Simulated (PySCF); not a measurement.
Sb₄, SMILES [Sb]12[Sb]3[Sb]1[Sb]23 (connectivity only; charge and spin as stated), charge +1, multiplicity 2.

Coordinates come from a PBE0-D3(BJ)/def2-SVP optimisation. The multiplicity is an assumed one; no other spin state was optimised. The def2 effective core potentials stand for the cores of Sb; spin–orbit coupling is left out.

These are PySCF with PBE/def2-TZVP values and carry that method's errors.

Isolated molecule, no solvent.

| Quantity | Value |
|---|---|
| total energy | -960.90619 hartree |
| point group | D2d |
| α spin, highest occupied and lowest empty level | -9.97 and -7.32 eV |
| β spin, highest occupied and lowest empty level | -10.54 and -9.46 eV |
| dipole moment about the centre of nuclear charge | 0.00 D |
| mean static polarisability | 150.5 bohr³ (22.30 Å³) |
| polarisability, principal values | 138.9, 156.3, 156.3 bohr³ |
| ⟨S²⟩ | 0.754 (pure state 0.75) |
